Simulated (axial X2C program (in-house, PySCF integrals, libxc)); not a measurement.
**Density and ELF of PdSi**

Computed with an in-house all-electron X2C program for linear molecules (integrals from PySCF). Two-component (2c) means X2C with spin–orbit coupling and atomic mean-field two-electron Coulomb and Gaunt terms. Basis: Pd dyall-cv3z [12s12p8d5f3g], Si dyall-v3z [8s7p2d1f] (cores contracted in-house); Gaussian nuclei, density fitting, unrestricted open shells. Masses: Pd 105.903 u, Si 27.977 u.

PBE0, with spin–orbit coupling, state Ω = 0 (closed shell); Pd at z = 0, Si at z = 2.103 Å.

The maps cover the half plane through the axis: z from -2.4 to 4.2 Å along the bond, ρ from 0.15 to 2.25 Å away from it.

log10 of the density in e/bohr³:

```
 ρ\z  -2.4  -1.8  -1.2  -0.6   0.0   0.6   1.2   1.8   2.4   3.0   3.6   4.2
0.15  -3.5  -2.7  -1.6  -0.1   1.8  -0.1  -0.9   0.3   0.3  -1.2  -1.8  -2.5
0.45  -3.6  -2.7  -1.7  -0.4   0.3  -0.4  -1.0  -0.7  -0.7  -1.3  -1.8  -2.5
0.75  -3.6  -2.8  -1.9  -1.0  -0.4  -0.9  -1.2  -1.3  -1.3  -1.5  -2.0  -2.7
1.05  -3.7  -3.0  -2.2  -1.5  -1.1  -1.3  -1.5  -1.6  -1.6  -1.8  -2.2  -2.8
1.35  -3.9  -3.2  -2.5  -1.9  -1.6  -1.7  -1.8  -1.9  -2.0  -2.1  -2.5  -3.1
1.65  -4.0  -3.4  -2.8  -2.3  -2.1  -2.1  -2.2  -2.3  -2.4  -2.5  -2.9  -3.3
1.95  -4.2  -3.6  -3.1  -2.7  -2.5  -2.5  -2.6  -2.7  -2.8  -2.9  -3.2  -3.6
2.25  -4.4  -3.9  -3.4  -3.0  -2.8  -2.8  -3.0  -3.1  -3.3  -3.4  -3.6  -3.9
```

Electron localisation function (collinear form, no current term, damped to 0 at low density):

```
 ρ\z  -2.4  -1.8  -1.2  -0.6   0.0   0.6   1.2   1.8   2.4   3.0   3.6   4.2
0.15  0.01  0.03  0.15  0.76  0.69  0.71  0.55  0.83  0.83  0.93  0.99  0.97
0.45  0.01  0.03  0.11  0.57  0.66  0.51  0.63  0.13  0.14  0.97  0.99  0.96
0.75  0.01  0.03  0.08  0.32  0.62  0.33  0.69  0.22  0.28  0.98  0.99  0.93
1.05  0.01  0.03  0.07  0.21  0.35  0.32  0.68  0.54  0.71  0.96  0.97  0.85
1.35  0.00  0.03  0.08  0.18  0.28  0.35  0.60  0.41  0.56  0.88  0.90  0.62
1.65  0.00  0.02  0.08  0.18  0.27  0.36  0.45  0.20  0.26  0.62  0.67  0.24
1.95  0.00  0.01  0.07  0.17  0.25  0.30  0.27  0.08  0.07  0.23  0.26  0.04
2.25  0.00  0.01  0.04  0.12  0.19  0.20  0.12  0.02  0.02  0.04  0.04  0.01
```

The state is a single determinant with fixed occupations, the lowest that a limited PBE0 search found. PBE0 can misorder states that lie within some tenths of an eV, so this need not be the ground state of the molecule. The nearest other 2c determinant of the search, Ω = 2, lies 0.34 eV up at the distance of the search.
